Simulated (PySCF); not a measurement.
# Spinor energies of Lu⁴⁰⁺ (lutetium, charge +40)

Start: [Ar] 3d10 4s2 4p1; 4p3/2 filled at m_j = +3/2. Calculated with PySCF 2.14 in an uncontracted even-tempered set (16 s from 4.8 bohr⁻², ratio 2.8; 13 p from 6.2 bohr⁻², ratio 2.8; 8 d from 11 bohr⁻², ratio 2.8; 4 f from 27 bohr⁻², ratio 3): generalised Hartree-Fock with the X2C-1e Hamiltonian and a Gaussian nucleus; one run each with spin-orbit coupling (SO) screened by Boettger's factors, then bare. This is a chosen level, not necessarily the ground level.

```tsv
spinor shell	electrons	ε, screened SO (eV)	ε, bare SO (eV)	weight of nominal j (bare SO)	rms radius, bare SO (bohr)
1s1/2	2	-65504.0	-65503.0	1.000	0.0219
2s1/2	2	-12804.8	-12804.5	1.000	0.0883
2p1/2	2	-12290.8	-12318.0	1.000	0.0751
2p3/2	4	-11165.2	-11156.0	1.000	0.0824
3s1/2	2	-4292.3	-4292.3	1.000	0.224
3p1/2	2	-4067.1	-4073.2	1.000	0.215
3p3/2	4	-3813.7	-3811.6	1.000	0.228
3d3/2	4	-3448.9	-3454.6	1.000	0.200
3d5/2	6	-3393.9	-3390.4	1.000	0.204
4s1/2	2	-2003.8	-2003.8	1.000	0.471
4p3/2	1	-1848.2	-1847.6	1.000	0.478
```

```json
{"quantity": "E (hartree)", "screened SO": "-13552.78337", "bare SO": "-13553.69229"}
{"quantity": "M_J", "screened SO": "3/2", "bare SO": "3/2"}
{"quantity": "⟨J²⟩", "screened SO": "3.751", "bare SO": "3.751"}
{"quantity": "⟨L²⟩", "screened SO": "2.049", "bare SO": "2.053"}
{"quantity": "⟨S²⟩", "screened SO": "0.798", "bare SO": "0.802"}
```

Each row is a mean over spinors that exchange with the open shell spreads, by up to 12.136 eV (4s1/2).

Breit and QED terms are absent; they matter most for the inner s and p1/2 levels.

Densities and radii are taken from the X2C orbitals without a picture-change correction, which distorts them close to the nucleus.
